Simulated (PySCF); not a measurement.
## Calculated NMR data

[PySCF: σ from GIAO-PBE0/pcSseg-1; coordinates at the GFN2-xTB level; non-relativistic Hamiltonian; one conformer; in vacuum; averaged over atoms made equivalent by symmetry, fast rotation or ring inversion]

δ = σ(ref) − σ, references computed at the same level: 1H, 13C vs TMS. Splittings of carbon signals by F and P are missing where no couplings were computed. Where no couplings were computed, multiplicities follow the n + 1 count of equivalent neighbours, and m marks all less simple cases (inequivalent or close neighbours, rings, F or P nearby). Shifts are as computed. Against solution values, carbons near 30 ppm lie about +3 ppm off and those near 130 ppm about +5 ppm. Of 1211 compounds with measured shifts, 218 miss one by over three times the rms of a fit or turn the order of signals round; such compounds aren't used in these exercises.

**1.** `CC/C=C/CO[SiH2]F`, C5H11FOSi. 1H NMR (600 MHz, computed): δ 6.05 (m, 1H), 5.92 (m, 1H), 4.97 (m, 2H), 4.42 (d, 2H), 2.23 (m, 2H), 1.06 (t, 3H). 13C{1H} NMR (computed): δ 145.5, 135.1, 65.7, 32.1, 16.8.

**2.** SMILES CCOP(=O)(OC)OC, C4H11O4P. 1H NMR (600 MHz, computed): δ 4.04 (m, 2H), 3.95 (m, 6H), 1.32 (t, 3H). 13C{1H} NMR (computed): δ 65.4, 54.1, 18.1.
